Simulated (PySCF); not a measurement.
**Bonding in `C/C=N\N=C(/C)C(C)C`**

Species: C₇H₁₄N₂.
SMILES with atom numbers: `[CH3:1]/[CH:2]=[N:3]\[N:4]=[C:5](/[CH3:6])[CH:7]([CH3:8])[CH3:9]` (hydrogens: H10, H11, H12 on C1; H13 on C2; H14, H15, H16 on C6; H17 on C7; H18, H19, H20 on C8; H21, H22, H23 on C9)

Structure used (GFN2-xTB), in Å, numbered top down from 1:
```
atom  x, y, z in Å
C1     3.076    1.061    0.427
C2     2.510    0.157    1.478
N3     1.326   -0.277    1.548
N4     0.298    0.073    0.840
C5    -0.224   -0.484   -0.168
C6     0.386   -1.640   -0.913
C7    -1.566    0.015   -0.646
C8    -1.745    1.504   -0.358
C9    -2.677   -0.793    0.034
H10    3.936    0.591   -0.050
H11    3.411    1.994    0.878
H12    2.323    1.283   -0.327
H13    3.172   -0.162    2.273
H14   -0.333   -2.452   -1.007
H15    1.269   -2.006   -0.393
H16    0.673   -1.327   -1.918
H17   -1.626   -0.154   -1.727
H18   -2.721    1.841   -0.698
H19   -1.659    1.686    0.709
H20   -0.980    2.086   -0.867
H21   -3.652   -0.461   -0.315
H22   -2.626   -0.655    1.112
H23   -2.577   -1.853   -0.183
```

Bond orders from the PBE0/pcSseg-1 density (PySCF). The structure is a single GFN2-xTB conformer in the gas phase; no vibrational or solvent corrections.

(1) How far do the computed orders between heavy atoms stray from the drawn ones?

(2) Give the Mayer order of every bond between heavy atoms, beside its length.

## Answers

(1) The largest departure is 0.221, at N4–C5 (drawn double, 1.779). Drawn single, order above 1.12: N3–N4 (1.134).

(2) 
| bond | drawn as | length (Å) | Mayer order |
| --- | --- | --- | --- |
| C1–C2 | single | 1.498 | 1.030 |
| C2–N3 | double | 1.264 | 1.839 |
| N3–N4 | single | 1.296 | 1.134 |
| N4–C5 | double | 1.264 | 1.779 |
| C5–C6 | single | 1.505 | 1.039 |
| C5–C7 | single | 1.509 | 0.960 |
| C7–C8 | single | 1.527 | 1.049 |
| C7–C9 | single | 1.533 | 1.012 |

Bonds between the same two heavy elements. C–C: lowest C5–C7 (0.960, 1.509 Å), highest C7–C8 (1.049, 1.527 Å); in 2 of the 10 pairs the longer bond (by over 0.003 Å) has the higher order (by 0.02 or more). C–N: lowest N4–C5 (1.779, 1.264 Å), highest C2–N3 (1.839, 1.264 Å).

Task: And the bonds to hydrogen?

Result: C–H: 0.94 to 0.97 (14 bonds).

Task: Sum the orders of all bonds at each heavy atom with more than one neighbour and set the sums beside the valence in the SMILES.

Result: C1 3.887 (drawn 4), C2 3.825 (drawn 4), N3 2.973 (drawn 3), N4 2.913 (drawn 3), C5 3.778 (drawn 4), C6 3.876 (drawn 4), C7 3.967 (drawn 4), C8 3.935 (drawn 4), C9 3.904 (drawn 4). Orders between atoms that aren't bonded are not in these sums.

Mayer orders depend on the basis set.

The run behind these numbers computed NMR shieldings as well. On one thread, Arm Neoverse V2 (aarch64), no GPU, shared host with 96 logical CPUs at a one-minute load of 42, this took 39 s of wall time and 1.1 GiB of memory at its peak.
